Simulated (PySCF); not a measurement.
**C₆ coefficients of unlike pairs at BHandHLYP**

Calculated with PySCF 2.14 from the dipole response of each species, C₆(A,B) = (3/π) ∫ α_A(iu) α_B(iu) du, in atomic units, from isotropic polarisabilities. For ions this is the dispersion term alone; charge-induced terms of lower order in 1/R come first.

```tsv
species	configuration	basis	relativity	α (bohr³)	C₆ (like pair)
F²⁺	[He] 2s2 2p3 (4S)	aug-cc-pVQZ-DK (6s5p4d3f2g)	spin-free X2C	1.212	1.521
Zn	[Ar] 3d10 4s2 (1S)	aug-cc-pVQZ-PP with ECP10MDF (7s7p6d4f3g2h)	core potential	41.75	308.0
Ar³⁺	[Ne] 3s2 3p3 (4S)	aug-cc-pV(T+d)Z with one added diffuse shell each of s, p, d, f type (7s6p5d3f)	none	3.606	9.784
```

(1) Estimate C₆ for Ar³⁺ with F²⁺.

No spin-orbit coupling is included.

The other pairs:

```csv
pair,C₆
"Zn, F²⁺",16.31
"Ar³⁺, Zn",45.49
```

## Answers

(1) The integral gives 3.776. The combination rule 2 C_A C_B / (C_A α_B/α_A + C_B α_A/α_B) gives 3.809 and the geometric mean 3.858.
